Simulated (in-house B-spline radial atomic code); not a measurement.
Relativistic effects in Ca⁺, [Ar] 4s1: non-relativistic Hartree-Fock (point nucleus) against Dirac-Hartree-Fock (Fermi nucleus of rms radius 3.4776 fm), both averages of the configuration, computed with an all-electron radial atomic-structure program (B-spline basis).

```tsv
orbital	ε NR (Eh)	ε Dirac (Eh)	<r> NR (bohr)	<r> Dirac (bohr)	change of <r> (%)
1s1/2	-149.61	-150.41	0.0773	0.07677	-0.7
2s1/2	-17.067	-17.212	0.3635	0.361	-0.7
2p1/2	-13.874	-13.977	0.3269	0.3244	-0.8
2p3/2	-13.874	-13.838	0.3269	0.3268	0.0
3s1/2	-2.4851	?	1.16	?	?
3p1/2	-1.5817	-1.5911	1.271	1.265	-0.5
3p3/2	-1.5817	?	1.271	?	?
4s1/2	-0.41632	-0.41795	3.728	3.714	-0.4
```

Problem. What happens to 3p3/2?

Solution. Its energy goes to -1.5756 hartree and <r> to 1.272 bohr (+0.09 %).

Problem. What happens to 3s1/2?

Solution. Its energy goes to -2.5027 hartree and <r> to 1.154 bohr (-0.50 %).

Problem. What explains the pattern of contraction and expansion?

Solution. Expansion is seen in 3p3/2. The s and p1/2 orbitals contract directly, screen the nucleus better, and so push out orbitals that have little density near the nucleus; spin-orbit coupling adds to this for j = l + 1/2 and opposes it for j = l - 1/2.

Problem. By how much does the total energy change?

Solution. By -2.9512 hartree, from -676.570 to -679.521.
